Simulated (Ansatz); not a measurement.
Frontier orbitals of C2H8B2Cl2, SMILES `C[B@H-]1[Cl+][B@@H-](C)[Cl+]1`.

```xyz
14

C     1.805   -1.300    1.143
B     1.424   -0.154    0.150
Cl    0.135    1.116    0.946
B    -0.776    0.914   -0.798
C    -2.316    0.701   -0.632
Cl    0.160   -0.771   -1.240
H     2.421   -2.047    0.633
H     2.406   -0.897    1.965
H     0.939   -1.808    1.572
H     2.236    0.510   -0.415
H    -0.310    1.746   -1.511
H    -2.571   -0.104    0.060
H    -2.784    1.622   -0.271
H    -2.768    0.472   -1.602
```

Total charge 0; spin multiplicity 1. The structure was optimised at the PBE0-D4/def2-TZVP level. Basis def2-TZVPP, the Gaussian-basis code of Ansatz.

| functional | HOMO (eV) | LUMO (eV) | gap (eV) |
| --- | --- | --- | --- |
| PBE | -6.94 | -1.16 | 5.78 |
| revPBE | -6.90 | -1.06 | 5.84 |
| r2SCAN | -7.25 | -0.84 | 6.41 |
| B97M-V | -7.38 | -0.85 | 6.53 |
| PBE0 | -8.31 | -0.15 | 8.16 |
| r2SCAN0 | -8.51 | 0.04 | 8.55 |
| BHLYP | -9.63 | 0.89 | 10.52 |
| ωB97X-V | -10.75 | 2.01 | 12.76 |
| ωB97M-V | -10.60 | 1.77 | 12.37 |

A quarter of exact exchange (PBE0) shifts PBE's HOMO by −1.37 eV and its LUMO by +1.01 eV; full exchange at long range (ωB97M-V) shifts them by −3.65 and +2.93 eV. The gap opens from 5.78 to 12.36 eV, since occupied levels lose self-interaction and empty ones feel all the electrons. A positive LUMO is unbound and depends on the basis.
